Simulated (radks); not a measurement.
Values are calculated unless marked as measured or tabulated.
Question: Ionisation of the thallium ion Tl3+, [Xe] 4f14 5d10, to Tl4+, [Xe] 4f14 5d9, under several functionals. Dirac Kohn-Sham, spin-unpolarised, spherical densities, finite nucleus; open shells are shared between the two j in proportion to 2j + 1; a radial shooting solver on a logarithmic mesh with Libxc functionals. Known Delta-SCF values: XLYP 51.644 eV. What does HCTH/407 give, and what is its highest occupied eigenvalue?

Answer: 52.416 eV by Delta-SCF; the 5d5/2 eigenvalue is -43.950 eV. NIST: 51.14 eV (measured).

Beside tabulated values, note that spin-unpolarised runs miss the spin-polarisation part of the exchange energy of open shells.
